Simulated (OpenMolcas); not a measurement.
3d5 along the 23-electron sequence

- Program: OpenMolcas
- Method: SS-CASPT2, IPEA 0.25 Eh, imaginary shift 0.1 Eh
- Basis: ANO-RCC-VTZP
- Scalar Hamiltonian: DKH2, point nucleus
- Spin-orbit coupling: RASSI with atomic mean-field integrals over the reference wave functions, term energies averaged over their components

Active space for each ion: 5 electrons in 10 orbitals (3d 4d); closed shells correlated by CASPT2: 3s 3p.

Computed levels in cm-1 above 6S 5/2:

```json
{"Level": "4G 5/2", "Mn2+": "28240", "Fe3+": "33520", "Co4+": "39150", "Ni5+": "43350", "Cu6+": "47810"}
{"Level": "4G 7/2", "Mn2+": "28270", "Fe3+": "33560", "Co4+": "39220", "Ni5+": "43450", "Cu6+": "47960"}
{"Level": "4G 9/2", "Mn2+": "28300", "Fe3+": "33600", "Co4+": "39270", "Ni5+": "43520", "Cu6+": "48070"}
{"Level": "4G 11/2", "Mn2+": "28310", "Fe3+": "33610", "Co4+": "39280", "Ni5+": "43520", "Cu6+": "48060"}
{"Level": "4P 5/2", "Mn2+": "31030", "Fe3+": "37100", "Co4+": "43240", "Ni5+": "47780", "Cu6+": "52550"}
{"Level": "4P 3/2", "Mn2+": "31060", "Fe3+": "37160", "Co4+": "43360", "Ni5+": "47970", "Cu6+": "52830"}
{"Level": "4P 1/2", "Mn2+": "31100", "Fe3+": "37240", "Co4+": "43510", "Ni5+": "48190", "Cu6+": "53240"}
{"Level": "4D 7/2", "Mn2+": "33900", "Fe3+": "40260", "Co4+": "46920", "Ni5+": "52000", "Cu6+": "57380"}
{"Level": "4D 1/2", "Mn2+": "33910", "Fe3+": "40300", "Co4+": "47030", "Ni5+": "52190", "Cu6+": "57690"}
{"Level": "weight of 6S in the lowest level (%)", "Mn2+": "100", "Fe3+": "100", "Co4+": "100", "Ni5+": "100", "Cu6+": "100"}
```

Measured, with the error of the calculation in %. Measured levels: Mn2+ from Corliss and Sugar, J. Phys. Chem. Ref. Data 6, 1253 (1977); Fe3+ from Corliss and Sugar, J. Phys. Chem. Ref. Data 11, 135 (1982); Co4+ from Sugar and Corliss, J. Phys. Chem. Ref. Data 10, 1097 (1981); Ni5+ from Corliss and Sugar, J. Phys. Chem. Ref. Data 10, 197 (1981); Cu6+ from the list in Gamrath, thesis, University of Mons (2023).

| Level | Mn2+ | Fe3+ | Co4+ | Ni5+ | Cu6+ |
| --- | --- | --- | --- | --- | --- |
| 4G 11/2 |  | 32246 (+4.2) | 37218 (+5.5) | 41921 (+3.8) |  |
| 4P 5/2 | 29168 (+6.4) | 35254 (+5.2) | 40753 (+6.1) | 45884 (+4.1) | 50732 (+3.6) |
| 4P 3/2 |  | 35333 (+5.2) | 40891 (+6.0) | 46104 (+4.0) | 51067 (+3.4) |
| 4P 1/2 |  | 35407 (+5.2) | 41024 (+6.1) | 46325 (+4.0) | 51407 (+3.6) |
| 4D 7/2 | 32307 (+4.9) | 38779 (+3.8) | 44709 (+4.9) | 50331 (+3.3) | 55742 (+2.9) |
| 4D 1/2 | 32369 (+4.7) | 38897 (+3.6) | 44908 (+4.7) |  | 56210 (+2.6) |

4G 5/2 changes by a factor of 1.69 over the same range, with steps per unit of Z of +5280, +5630, +4200, +4460 cm-1.

Term energies are means over components that CASPT2 splits; among the terms shown or strongly mixed into the levels shown the widest spread is 64 cm-1 (3d5 4D, Fe3+). Active for correlation alone: 4d; no level in the range computed is led by a configuration that fills it, so any true level of that kind is missing. Computed and measured levels are paired by configuration, term and J; levels that our copy of the source lacks, or whose pairing is in doubt (as where it misses far off the trend of its configuration), stay unpaired and out of the deviations. Levels of configurations outside the active space are missing.
